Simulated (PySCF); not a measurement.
# Radial density of W (tungsten, neutral)

r2SCAN0, [Xe] 4f14 5d6, high-spin 5D determinant (an excited configuration). Computed with PySCF 2.14 in x2c-QZVPPall (16s10p9d5f2g, 144 functions), with the spin-free X2C one-electron Hamiltonian (Gaussian nucleus).

| r (bohr) | 4πr²ρ (e/bohr) | 4πr²(ρα − ρβ) |
| --- | --- | --- |
| 0.0164 | 97.23 | -0.0027 |
| 0.0275 | 91.37 | -0.0043 |
| 0.0463 | 129.3 | 0.0141 |
| 0.0779 | 118.0 | 0.1104 |
| 0.131 | 116.1 | 0.1337 |
| 0.220 | 90.23 | -0.0394 |
| 0.370 | 72.74 | 0.2468 |
| 0.623 | 44.35 | -0.0710 |
| 1.05 | 16.24 | 1.2102 |
| 1.76 | 5.649 | 2.1017 |
| 2.97 | 1.242 | 0.7684 |
| 4.99 | 0.1806 | 0.0735 |
| 8.39 | 0.005475 | 0.0008 |

Densities and radii are taken from the X2C orbitals without a picture-change correction, which distorts them close to the nucleus.

Spin-orbit coupling, absent here, splits the open shell strongly.

**Question.** Where is the radial spin density 4πr²(ρα − ρβ) most negative, and why is it negative at all?

**Answer.** Around r = 0.623 bohr, down to -0.0710 e/bohr: exchange with the open shell polarises the paired shells in an unrestricted calculation.
